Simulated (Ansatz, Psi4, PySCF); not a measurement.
CH4N (SMILES [CH2]N), doublet, at a GFN2-xTB geometry. Base run: MP2/def2-SVP in PySCF.

PySCF was given this input:
```python
from pyscf import gto, scf, mp

mol = gto.Mole()
mol.atom = '''
    C     0.11969841    0.72071728   -0.00763830
    N    -0.08484190   -0.65766184    0.00683957
    H    -0.51938453   -1.00090422    0.85240262
    H    -0.52837018   -1.01721263   -0.82720202
    H     0.46666690    1.15768540    0.90941225
    H     0.45679066    1.13976065   -0.93666007
'''
mol.basis = 'def2-svp'
mol.spin = 1
mol.verbose = 4
mol.build()

mf = scf.UHF(mol)
mf.kernel()

pt = mp.MP2(mf)
pt.kernel()
print('E(MP2) = %.10f' % pt.e_tot)
```

The same geometry, method and basis name were run in Ansatz (a first-principles code) and Psi4 and PySCF, at each program's defaults and at the settings that a row names. The base is PySCF at its defaults. Differences at the defaults can come from grids, fitting, cores and function types together.

| code and settings | ΔE vs base (mEh) | basis functions | E (Eh) | SCF cycles |
|---|---|---|---|---|
| PySCF, defaults (exact integrals, spherical functions, all electrons correlated) | 0.000 | 48 | -94.82403 | 12 |
| Psi4, defaults (density fitting with its default set, spherical functions, all electrons correlated) | 0.204 | 48 | -94.82383 | 14 |
| Ansatz, defaults (factorised integrals, spherical functions, frozen core) | 5.834 | 48 | -94.81820 | - |
| PySCF, frozen core | 5.832 | 48 | -94.81820 | 12 |
| Psi4, exact integrals, spherical functions, frozen core | 5.832 | 48 | -94.81820 | 14 |
| Ansatz, high accuracy, frozen core | 5.832 | 48 | -94.81820 | - |

Open shells are given as the SCF converged; they aren't shown to be the lowest states, and a large step between rows can be another state.
